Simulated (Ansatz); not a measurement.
ammonia (H3N), singlet, geometry from GFN2-xTB, with bond 2-1 at 1.4 times its length; CASSCF(2,3)/6-31G (Ansatz, an electronic-structure program).

Ansatz was given this input:
Ansatz 0.2 input:
```yaml
crystal:
  periodic: [false, false, false]
  atoms:
    - {symbol: N, position_ang: [-0.00088861, 0.00220129, 0.11002386]}
    - {symbol: H, position_ang: [0.02258261, 1.31297158, -0.42969539]}
    - {symbol: H, position_ang: [0.81249024, -0.48875726, -0.24050098]}
    - {symbol: H, position_ang: [-0.82214652, -0.46511757, -0.25417613]}
basis:
  gaussian:
    orbitals: 6-31G
hamiltonian:
  xc: hf
magnetization: {spin_polarized: false}
correlation: {active_space: {window: {electrons: 2, orbitals: 3}}}
```

Problem. What does Ansatz print? Leave out banner, timings and long lists.

Solution. 
```
Functional definition: HF
228 factors; integrals over basis functions are off by at most 2.8e-4 eV
mean field evaluation 1: about -1524.7302 eV, gradient 2.5e1 eV
mean field evaluation 2: about -1524.7281 eV, gradient 2.5e1 eV
mean field evaluation 4: about -1526.2669 eV, gradient 1.5e0 eV
mean field evaluation 8: about -1526.2808 eV, gradient 8.6e-5 eV
mean field -1526.28082914 eV, -56.0897859207 hartree, gradient 3.4e-6 eV, S^2 0.000000; 0 other end points of the search recorded, 0 dependent functions left out
reference -1526.28082914 eV, -56.0897859207 hartree; 5, 5 occupied and 10, 10 virtual orbitals, 228 factors
state -1527.29438441 eV, -56.1270333898 hartree
Total energy: -1527.29438441 eV, -56.1270333898 hartree
```
